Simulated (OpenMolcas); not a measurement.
**Ni2+ in CaF2: curves along the breathing mode**

Ni2+ with its 8 nearest fluoride ions, on the Ca site of CaF2 (a = 5.46294 Å, distance in the model lattice 2.366 Å). The rest of the host is ab initio model potentials to 7.6 Å and point charges beyond; the distance is set by hand and nothing relaxes. Ligand basis ANO-RCC-VDZP.

- Program: OpenMolcas
- Method: SS-CASPT2, IPEA 0.25 Eh, imaginary shift 0.1 Eh (closed shells correlated: 3s 3p and the ligand valence shells)
- Basis: ANO-RCC-VDZP [5s4p2d1f]
- Scalar Hamiltonian: DKH2, point nucleus
- Active space: 8 electrons in 5 orbitals (3d)
- State averaging: 2S+1 = 3 even, 10 roots; 2S+1 = 1 even, 15 roots
- Spin-orbit coupling: state interaction with AMFI integrals over the reference wave functions

Spin-free energies (labels of O, the rotations of Oh) in cm-1 above the lowest fitted minimum, as all ligands move together:

```json
{"R (Å)": "2.066", "3T1": "1030", "3A2": "12430", "1T2": "14250", "1E": "15810", "3T1(2)": "21030", "1T2(2)": "24650", "1A1": "27260"}
{"R (Å)": "2.115", "3T1": "30", "3A2": "9930", "1T2": "13090", "1E": "14550", "3T1(2)": "19400", "1T2(2)": "23180", "1A1": "25710"}
{"R (Å)": "2.164", "3T1": "1650", "3A2": "10370", "1T2": "14620", "1E": "16020", "3T1(2)": "20600", "1T2(2)": "24560", "1A1": "26930"}
{"R (Å)": "2.212", "3T1": "5580", "3A2": "13300", "1T2": "18390", "1E": "19770", "3T1(2)": "24210", "1T2(2)": "28280", "1A1": "30490"}
{"R (Å)": "2.261", "3T1": "11710", "3A2": "18540", "1T2": "24400", "1E": "25690", "3T1(2)": "30010", "1T2(2)": "34200", "1A1": "36260"}
{"R (Å)": "2.31", "3T1": "19700", "3A2": "25790", "1T2": "32320", "1E": "33500", "3T1(2)": "37670", "1T2(2)": "42050", "1A1": "43940"}
{"R (Å)": "2.358", "3T1": "29150", "3A2": "34610", "1T2": "41660", "1E": "42790", "3T1(2)": "46860", "1T2(2)": "51340", "1A1": "53110"}
```

Cubic fits give the following; the wavenumber is harmonic, with the mass of all moving ligands, small differences in it between states hang on the degree of the fit, a number in brackets counts states of one label, and the table is a selection of at most 14 states with clean curves.

```csv
State,R0 (Å),Breathing mode (cm-1),Minimum (cm-1)
3T1,2.108,497,0
3A2,2.132,507,9780
1T2,2.111,497,13090
1E,2.112,497,14570
3T1(2),2.118,504,19420
1T2(2),2.115,505,23220
1A1,2.117,500,25730
1T1,2.119,490,25920
1E(2),2.129,509,27930
1A1(2),2.121,504,53630
```

The minimum of 3A2 is shifted by +0.0235 Å against 3T1 (from the unrounded fits). With M = 152.0 u for the moving shell, the Huang-Rhys factor in this mode is S = M ω ΔR² / 2ħ = 0.01483 × 152.0 × 497 × 0.0235² = 0.62. Only the first shell moves, against a rigid host.

Roots that are degenerate in the reference are averaged as groups; the widest CASPT2 spread within a group is 580 cm-1 (the 3-fold group of multiplicity 1 near 24300 cm-1 above the lowest state of its run, R = 2.31). Shifts and gaps below about the spread of the groups concerned are not significant. Over all roots computed the reference weight is 0.68 to 0.69 in R = 2.066, 0.68 to 0.69 in R = 2.115, 0.68 to 0.69 in R = 2.164, 0.68 to 0.69 in R = 2.212, 0.68 to 0.69 in R = 2.261, 0.68 to 0.69 in R = 2.31, 0.68 to 0.69 in R = 2.358; a low but even weight reflects the number of correlated electrons. An orbital triplet at a regular site is open to Jahn-Teller coupling, which can distort the site and quench the lowest spin-orbit gaps and is left out. A single d shell leaves out the double-shell effect, which counts most for late 3d ions, where the CASPT2 field can be off either way by tens of per cent. Ligand-to-metal charge-transfer states are missing. These CASPT2 states fit no ligand-field parameters well, so their order and spin gaps are uncertain. For late 3d ions with one d shell CASPT2 can put B and the spin-flip bands somewhat low as well as high. With one d shell and no ligand orbital active, 10Dq can be off by tens of per cent for divalent 3d ions, low with halides held by bare charges and at times high in hosts. Free-ion shares, where given, are those of the reference states; single-state CASPT2 does not remix them. No measured value stands beside these numbers.
